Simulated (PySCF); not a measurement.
Electron correlation in I (iodine, neutral)

[Kr] 4d10 5s2 5p5, 2P determinant. All numbers are calculated (PySCF 2.14, scalar relativity by spin-free X2C-1e, in aug-cc-pwCVTZ-DK3). Frozen: [Kr] 4d10; 7 electrons correlated.

```
  level  correlation energy (mhartree)
   CCSD                        -138.17
    (T)                          -4.78
CCSD(T)                        -142.95
```

Diagnostics: T1 = 0.0073, D1 = 0.0223, largest double amplitude 0.036.

Q: Is a single reference adequate?

A: Yes, within this model without spin-orbit coupling: T1 lies below 0.03 and no double amplitude reaches 0.07.
